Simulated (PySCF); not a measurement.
Species: `CCO[C@@H](F)CC(F)(F)F`. The columns A, B, C and D hold Mulliken, IAO, Hirshfeld and ESP-fitted charges (e) of one PBE0/pcSseg-1 density (PySCF), in a shuffled order. Coordinates in Å (PBE0-D3(BJ)/def2-SVP); the density's dipole moment is (-1.49, -0.36, 0.61) D.

```csv
atom,x,y,z,A,B,C,D
C1,-2.536,1.035,-0.551,-0.116,-0.414,-0.408,-0.285
C2,-1.754,0.061,0.291,+0.009,-0.046,+0.326,-0.009
O3,-0.485,-0.133,-0.309,-0.128,-0.376,-0.382,-0.493
C4,0.356,-0.962,0.366,+0.122,+0.361,+0.478,+0.419
F5,-0.053,-2.275,0.241,-0.121,-0.338,-0.272,-0.332
C6,1.744,-0.851,-0.222,-0.110,-0.329,-0.488,-0.297
C7,2.424,0.467,0.044,+0.261,+0.814,+0.612,+0.771
F8,3.692,0.433,-0.376,-0.093,-0.283,-0.205,-0.267
F9,2.446,0.743,1.358,-0.095,-0.291,-0.196,-0.277
F10,1.829,1.490,-0.564,-0.090,-0.273,-0.193,-0.253
H11,-2.687,0.635,-1.564,+0.045,+0.149,+0.120,+0.128
H12,-1.999,1.991,-0.635,+0.045,+0.149,+0.117,+0.128
H13,-3.522,1.224,-0.101,+0.050,+0.146,+0.108,+0.120
H14,-2.279,-0.906,0.370,+0.036,+0.133,+0.006,+0.120
H15,-1.615,0.449,1.319,+0.038,+0.120,-0.006,+0.107
H16,0.355,-0.743,1.453,+0.032,+0.120,+0.015,+0.092
H17,2.376,-1.642,0.204,+0.057,+0.177,+0.178,+0.165
H18,1.681,-1.001,-1.309,+0.057,+0.179,+0.192,+0.163
```

Task: Which column most likely holds the ESP-fitted charges?

Result: C. Σ q r misses the density's dipole by 0.03 D (C), 0.40 D (B), 0.54 D (D), 0.77 D (A). Charges fitted to the outside potential are the only set here that is tied to the molecule's multipoles.

Task: And the Hirshfeld charges?

Result: A. The mean sizes are 0.084 e (A), 0.239 e (C), 0.246 e (D), 0.261 e (B), and Hirshfeld charges are commonly the smallest of these schemes.

As computed, A = Hirshfeld, B = IAO, C = ESP-fitted, D = Mulliken. Hydrogens on carbon: Hirshfeld +0.03 to +0.06, IAO +0.12 to +0.18, ESP-fitted -0.01 to +0.19, Mulliken +0.09 to +0.17 e.

The Hirshfeld scheme weights the molecular density at each point by an atom's share of the summed free-atom densities. The ESP scheme fits charges at the nuclei, held to the total charge, to the electrostatic potential on points at 1.4 to 2.0 times the van der Waals radii.

One conformer (not necessarily the lowest) at the PBE0-D3(BJ)/def2-SVP geometry, without solvent, vibrations or thermal averaging.

These values come from a run that also computed NMR shieldings. The run took 2.1 min of wall time (with the writing of density and orbital grids) on one thread, Intel Xeon at 2.50 GHz (x86_64), on a shared host, and the process peaked at 1.0 GiB of memory.

Conformer computed: `[CH3:1][CH2:2][O:3][C@@H:4]([F:5])[CH2:6][C:7]([F:8])([F:9])[F:10]`: C1–C2–O3–C4 178°, C2–O3–C4–F5 73°, O3–C4–C6–C7 69°, C4–C6–C7–F8 173°.
